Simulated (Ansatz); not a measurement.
Cl3Si (SMILES Cl[Si](Cl)Cl), doublet, geometry from GFN2-xTB; B3LYP5/def2-SVP in Ansatz (an electronic-structure program).

Input for Ansatz:
Ansatz 0.2 input:
```yaml
crystal:
  periodic: [false, false, false]
  atoms:
    - {symbol: Si, position_ang: [0.30534902, 0.30108305, 0.30322167]}
    - {symbol: Cl, position_ang: [-0.85134863, -0.87589088, 1.47732074]}
    - {symbol: Cl, position_ang: [1.47133362, -0.85554212, -0.88186222]}
    - {symbol: Cl, position_ang: [-0.87144888, 1.48348225, -0.84517049]}
basis:
  gaussian:
    orbitals: def2-SVP
hamiltonian:
  xc: b3lyp5
magnetization: {spin_polarized: true, initial_magnetization: 1}
accuracy: high
```

Write the output that Ansatz gives for this input, abridged.


```
Functional definition: B3LYP5
1318 factors; integrals over basis functions are off by at most 8.9e-9 eV
mean field evaluation 1: about -45427.8538 eV, gradient 1.1e1 eV
mean field evaluation 2: about -45427.6686 eV, gradient 1.2e1 eV
mean field evaluation 4: about -45428.4647 eV, gradient 2.8e-1 eV
mean field evaluation 8: about -45428.5758 eV, gradient 1.1e-2 eV
mean field evaluation 16: about -45428.5758 eV, gradient 2.5e-6 eV
mean field -45428.57581442 eV, -1669.4693685853 hartree, gradient 1.7e-8 eV, S^2 0.751499; 0 other end points of the search recorded, 0 dependent functions left out
reference -45428.57584459 eV, -1669.4693696940 hartree; 33, 32 occupied and 39, 40 virtual orbitals, 1318 factors
Total energy: -45428.57584459 eV, -1669.4693696940 hartree
```
